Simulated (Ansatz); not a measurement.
H₄BN, triplet, geometry from GFN2-xTB of the parent state (a higher spin typed on purpose: for a closed-shell molecule this is an excited state); Ansatz (a first-principles code) with SVWN5/3-21G.

Here is a job for Ansatz.
Ansatz 0.2 input:
```yaml
crystal:
  periodic: [false, false, false]
  atoms:
    - {symbol: B, position_ang: [-0.77307193, 0.03810398, -0.00610888]}
    - {symbol: N, position_ang: [0.60276472, -0.02970970, 0.00476310]}
    - {symbol: H, position_ang: [-1.38946287, -0.95786383, -0.02622734]}
    - {symbol: H, position_ang: [-1.28877919, 1.08987185, 0.00506365]}
    - {symbol: H, position_ang: [1.20319210, 0.77796860, 0.02194645]}
    - {symbol: H, position_ang: [1.12105659, -0.89252861, -0.00358004]}
basis:
  gaussian:
    orbitals: 3-21G.json
hamiltonian:
  xc: {name: SVWN5}
magnetization: {spin_polarized: true, initial_magnetization: 2}
```
The basis file holds 3-21G in the JSON format of the Basis Set Exchange.

What the program printed (banner, timings and long lists left out):

```
Functional definition: SVWN5
332 factors; integrals over basis functions are off by at most 7.9e-4 eV
mean field evaluation 1: about -2188.6423 eV, gradient 2.5e1 eV
mean field evaluation 2: about -2178.5443 eV, gradient 3.4e1 eV
mean field evaluation 4: about -2190.9115 eV, gradient 1.5e1 eV
mean field evaluation 8: about -2190.8670 eV, gradient 1.4e1 eV
mean field evaluation 16: about -2192.5332 eV, gradient 4.9e-2 eV
mean field evaluation 32: about -2191.9514 eV, gradient 3.6e-1 eV
mean field evaluation 64: about -2192.0432 eV, gradient 1.9e0 eV
mean field evaluation 96: about -2188.2165 eV, gradient 2.6e0 eV
mean field -2192.53323274 eV, -80.5741101507 hartree, gradient 3.6e-5 eV, S^2 2.001450; 14 other end points of the search recorded, 0 dependent functions left out
reference -2192.53325109 eV, -80.5741108253 hartree; 9, 7 occupied and 17, 19 virtual orbitals, 332 factors
Total energy: -2192.53325109 eV, -80.5741108253 hartree
```
